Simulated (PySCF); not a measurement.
A structure optimised at PBE-D3(BJ)/def2-SVP, used in a PySCF frequency run:

```
C
C 1 1.3486
H 2 1.1018 1 121.57
H 2 1.1023 3 117.23 1 -179.49
C 1 1.5046 2 123.19 3 1.08
H 5 1.1067 1 112.25 2 4.76
H 5 1.1090 6 109.70 1 -122.32
H 5 1.1123 6 108.39 7 -115.29
C 1 1.5165 2 120.99 3 -179.41
H 9 1.1145 1 108.21 2 119.12
H 9 1.1193 10 106.22 1 116.51
N 9 1.4651 10 107.24 11 123.60
H 12 1.0271 9 110.13 10 -55.38
H 12 1.0285 13 106.09 9 118.22
```
Charge 0, spin multiplicity 1.

Question: Write its SMILES and formula.

Answer: C=C(C)CN, C4H9N

Question: What are its rotational constants (standard atomic weights)?

Answer: 7.4160, 3.8406, 2.8728 GHz
